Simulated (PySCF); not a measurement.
A PySCF script (with the pyscf-properties extension) for the NMR shieldings of `CN(C)c1ccpc(F)c1`, C7H9FNP, on a PBE0-D3(BJ)/def2-SVP geometry:

```python
import basis_set_exchange as bse
import numpy as np
from pyscf import gto, dft
from pyscf.prop import nmr

atoms = """
C    -1.860343   -1.016509    0.605606
N    -1.079734    0.124538    0.201483
C    -1.721145    1.404830    0.043926
C     0.260763   -0.011610   -0.048171
C     1.036433    1.103333   -0.449778
C     2.391699    1.037772   -0.718109
P     3.448638   -0.344781   -0.639339
C     2.225655   -1.495631   -0.134474
F     2.642691   -2.756149    0.051075
C     0.883204   -1.272937    0.096226
H    -1.850195   -1.818303   -0.154450
H    -1.501607   -1.449599    1.556092
H    -2.902441   -0.708753    0.751984
H    -1.636385    1.788944   -0.988137
H    -2.788309    1.304643    0.274928
H    -1.301177    2.168088    0.722999
H     0.546739    2.071862   -0.555239
H     2.876305    1.972873   -1.020798
H     0.306888   -2.145556    0.405652
"""
names = dict.fromkeys(["C", "N", "P", "F", "H"], "pcSseg-1")
basis = {el: gto.basis.parse(bse.get_basis(n, elements=[el], fmt="nwchem")) for el, n in names.items()}
mol = gto.M(atom=atoms, basis=basis, charge=0, verbose=0)
mf = dft.RKS(mol, xc="PBE0")
mf.grids.level = 2
mf.grids.alignment = dft.numint.BLKSIZE   # the property module wants whole blocks of grid points
mf.conv_tol = 1e-9
mf.kernel()

calc = nmr.RKS(mf)   # GIAO
C = mf.mo_coeff
Co = C[:, mf.mo_occ > 0]
resp = mf.gen_response(singlet=True, hermi=2)
def vind(x):   # induced exchange potential for any number of trial vectors
    d = np.einsum("pi,xij,qj->xpq", C, 2 * x.reshape(-1, C.shape[1], Co.shape[1]), Co, optimize=True)
    return np.einsum("xpq,pi,qj->xij", resp(d - d.transpose(0, 2, 1)), C, Co, optimize=True).ravel()
mo1, _ = nmr.rhf.solve_mo1(calc, with_cphf=vind)
sigma = calc.kernel(mo1)
for i, s in enumerate(sigma):   # ppm
    w = np.linalg.eigvalsh((s + s.T) / 2)
    print("%2d %-2s iso %8.1f  s11 %8.1f  s22 %8.1f  s33 %8.1f" % (i, mol.atom_pure_symbol(i), w.mean(), *w))
```

Task: What are the results?

Result: 
```
 0 C  iso    142.9  s11    117.4  s22    130.5  s33    180.8
 1 N  iso    188.2  s11    128.6  s22    183.1  s33    253.1
 2 C  iso    142.7  s11    117.7  s22    129.5  s33    180.9
 3 C  iso     29.7  s11    -34.2  s22    -15.6  s33    138.9
 4 C  iso     66.5  s11    -29.2  s22     54.6  s33    174.1
 5 C  iso     19.8  s11   -138.5  s22     25.3  s33    172.5
 6 P  iso    215.8  s11     58.0  s22     75.3  s33    514.0
 7 C  iso    -25.0  s11   -171.9  s22     22.8  s33     74.2
 8 F  iso    251.5  s11    153.6  s22    237.2  s33    363.7
 9 C  iso     74.0  s11    -11.1  s22     74.1  s33    159.0
10 H  iso     28.2  s11     24.0  s22     25.8  s33     34.7
11 H  iso     28.2  s11     24.0  s22     25.8  s33     34.7
12 H  iso     28.6  s11     23.3  s22     28.2  s33     34.1
13 H  iso     28.1  s11     24.1  s22     25.5  s33     34.8
14 H  iso     28.5  s11     23.3  s22     28.2  s33     34.1
15 H  iso     28.1  s11     24.1  s22     25.5  s33     34.8
16 H  iso     24.5  s11     19.3  s22     23.8  s33     30.4
17 H  iso     22.7  s11     20.3  s22     21.0  s33     26.8
18 H  iso     24.6  s11     19.4  s22     23.3  s33     31.0
```

These numbers come from an equivalent density-fitted implementation of the same equations, which agrees with the script to about 0.01 ppm for H and up to a few tenths of a ppm for heavy atoms, so last digits may differ.

Task: Turn these shieldings into chemical shifts. Chemical shifts δ = σref − σ; TMS for $^{13}$C (σ = 184.41 ppm), $^{1}$H (σ = 31.27 ppm); NH3 for $^{15}$N (σ = 265.67 ppm); $^{31}$P (σ = 310.13 ppm) against H3PO4; $^{19}$F (σ = 177.25 ppm) against CFCl3, all at this level.

Result: Averaging equivalent atoms: C 7: 209.4; C 5: 164.6; C 3: 154.7; C 4: 117.9; C 9: 110.4; C 0/2: 41.6; N 1: 77.4; P 6: 94.4; F 8: -74.3; H 17: 8.56; H 16: 6.80; H 18: 6.71; H 10/11/12/13/14/15: 2.99 ppm. Unscaled 19F shifts against computed CFCl3 carry errors that often reach 10 to 50 ppm. Experimental scales use liquid or dissolved standards, which lie at an offset from isolated NH3 (liquid NH3: subtract about 20 ppm) and H3PO4.

Size and cost of the density-fitted run: 222 basis functions, 46 s wall time on 1 thread of an Arm Neoverse V2, shared host; peak memory 1.1 GiB.
